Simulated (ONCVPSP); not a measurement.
# Scattering properties, ONCV potential for lithium (Li)

```
Element                 : lithium (Li)
Generator               : ONCVPSP 4.0.1
Type                    : optimised norm-conserving Vanderbilt (ONCV)
Functional              : PBEsol
Relativity              : scalar-relativistic
Frozen core             : [He]
Valence charge          : 1
Reference configuration : 2p1
Partial waves           : s scattering state at 0.28 Ha: rc 3.20 bohr, ncon 4, nbas 6, qcut 1.8 1/bohr, 3 projectors, debl 0.8 Ha; 2p: rc 4.00 bohr, ncon 4, nbas 9, qcut 2.3 1/bohr, 1 projector
Local potential         : polynomial inside 2.70 bohr (lpopt 5, dvloc0 1 Ha)
Core correction         : none
```

In the s channel the program set the typed energies aside and used 0.050, 0.850, 1.650 Ha.

The phase is arctan(r·R′/R) of the radial function R(r), unwrapped; energies in Ha, scanned from -2 to 5 Ha. A pole is an energy at which the radial function vanishes at the test radius. The pseudo phase is shifted by a multiple of π to meet the all-electron one at the reference energy, and phase errors are pseudo minus all-electron; the curves can meet again beyond the range given. Levels narrower than the energy grid can be missing from the lists of poles. Where the grid stepped over a known ghost or core level, its pole and its step of π were put in at the level’s energy.

| channel | radius (bohr) | reference energy (Ha) | poles, all-electron | poles, pseudo | unbroken range about the reference energy with phases within 0.05 rad | phase error 1 Ha above the reference energy (rad) |
| --- | --- | --- | --- | --- | --- | --- |
| s | 3.24 | 0.05 | -1.95, 0.35, 2.34 | 0.35, 2.34 | -1.9 to 3.4 | +0.000 |
| p | 4.07 | -0.06 | 0.17, 1.14, 2.78 | 0.17, 1.46, 3.54 | below 0.3 | +0.107 |

Phases in the p channel:

```
E (Ha)  all-electron   pseudo
 -1.98         1.426    1.426
 -1.80         1.417    1.417
 -1.62         1.407    1.407
 -1.44         1.394    1.395
 -1.26         1.379    1.379
 -1.08         1.358    1.359
 -0.90         1.330    1.331
 -0.72         1.288    1.289
 -0.54         1.218    1.219
 -0.36         1.064    1.066
 -0.18         0.459    0.464
  0.00        -1.155   -1.154
  0.18        -1.593   -1.578
  0.36        -1.929   -1.834
  0.54        -3.593   -2.588
  0.72        -4.438   -4.165
  0.90        -4.605   -4.486
  1.08        -4.689   -4.599
  1.26        -4.757   -4.662
  1.44        -4.839   -4.709
  1.62        -5.010   -4.751
  1.80        -6.054   -4.799
  1.98        -7.486   -4.870
  2.16        -7.688   -5.023
  2.34        -7.763   -5.777
  2.52        -7.808   -7.373
  2.70        -7.841   -7.643
  2.88        -7.871   -7.733
  3.06        -7.903   -7.781
  3.24        -7.944   -7.813
  3.42        -8.015   -7.839
  3.60        -8.209   -7.862
  3.78        -9.665   -7.886
  3.96       -10.689   -7.915
  4.14       -10.841   -7.955
  4.32       -10.901   -8.031
  4.50       -10.936   -8.265
  4.68       -10.960  -10.018
  4.86       -10.979  -10.730
```
